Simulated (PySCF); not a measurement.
Compound: WS2Cl2 (singlet state).
SMILES: `[S]=[W](=[S])([Cl])[Cl]`

The closed-shell ground state was solved at several levels (PySCF, density fitting, gas phase). Geometry: PBE0-D3(BJ)/def2-SVP; no solvent, vibrations or thermal averaging. Atoms past krypton carry effective core potentials; spin–orbit coupling is left out.

```tsv
level	basis functions	HOMO (eV)	LUMO (eV)	gap (eV)	dipole (D)
PBE0/pcSseg-1 (def2-TZVP on W)	136	-7.84	-3.72	4.12	0.65
B3LYP/def2-SVPD	143	-7.55	-3.87	3.68	0.53
```

What might wB97X-D/pcSseg-1 (def2-TZVP on W) (136 basis functions) give for the same quantities?

HOMO -9.61 eV, LUMO -2.12 eV, gap 7.49 eV, dipole 0.66 D.

Over all these levels, which gives the widest orbital gap and which the narrowest?

wB97X-D/pcSseg-1 (def2-TZVP on W) (range-separated hybrid) has the widest, 7.49 eV, and B3LYP/def2-SVPD (global hybrid, 20 % exact exchange) the narrowest, 3.68 eV. Functional and basis both differ between the two, so the spread mixes both effects.

How far do the dipole and the HOMO energy spread over the levels?

The dipole runs from 0.53 to 0.66 D (mean 0.61 D) and the HOMO from -9.61 to -7.55 eV.
